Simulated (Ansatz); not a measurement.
Born–Oppenheimer molecular dynamics of BClH$_{4}$OS (8 atoms, charge 0, multiplicity 1). It starts at the highest image of a converged band, a first-order saddle point between two minima.

The calculation used RKS LDA/6-31G* in Ansatz.

```yaml
ensemble: NVE (velocity Verlet)
time_step: 0.5 fs
steps_asked: 200
starting_velocities_drawn_for: 100 K
seed: 6002
```

First frame:

```xyz
8
Properties=species:S:1:pos:R:3
B 0.165 0.243 0.233
O -0.054 -0.179 1.657
H -0.924 -0.624 1.745
Cl 1.709 -0.383 -0.440
H -0.805 0.138 -0.480
S 0.287 2.231 0.731
H 1.611 2.194 1.062
H -0.084 1.187 1.819
```

Task: What does the run give?

Result: All steps were run.

```
steps done                                               : 200
time covered                                             : 100 fs
mean temperature over the second half                    : 257 K
spread of the potential energy over the second half      : 5.8 meV per atom
mean potential energy of the second half above the start : -15.2 meV per atom
```

The conserved energy stayed within 0.22 meV per atom of its start (net change 0.083 meV per atom), so the integration is sound. The kinetic energy rose, since the run started high on the potential surface and went downhill. A run of 0.1 ps of so small a system gives no equilibrium averages. The orbitals stay closed-shell, which can raise the energy where a bond breaks towards radicals; this wasn't checked here.

Task: What happens to the structure?

Result: Between its relaxed ends the band would form B1–S6, O2–H8 and break S6–H8. These pairs go: B1–S6 2.05 → 1.80 Å, O2–H8 1.38 → 1.05 Å, S6–H8 1.55 → 2.69 Å. In the last frame they stand as after the step (other bonds may differ from the relaxed reactants and products). It ends as one piece, BClH4OS. Pairs count as bonded within 1.25 times the sum of covalent radii (0.12 Å more for H–H). Another seed would give other details.

Task: How do temperature and energy run in time?

Result: 
```csv
time (fs),T (K),potential energy less start (eV),conserved less start (meV/atom)
0,100,0.000,0.00
8,28,0.056,0.02
16,86,0.011,0.02
24,174,-0.057,-0.02
32,320,-0.170,0.05
40,374,-0.213,-0.10
48,288,-0.146,-0.09
56,264,-0.127,0.07
64,352,-0.197,-0.17
72,162,-0.047,0.07
80,215,-0.089,-0.01
88,252,-0.119,-0.19
96,268,-0.129,0.10
```

The run took 5 min on 1 thread of Arm Neoverse V1, on a shared host, peak memory 0.13 GiB.
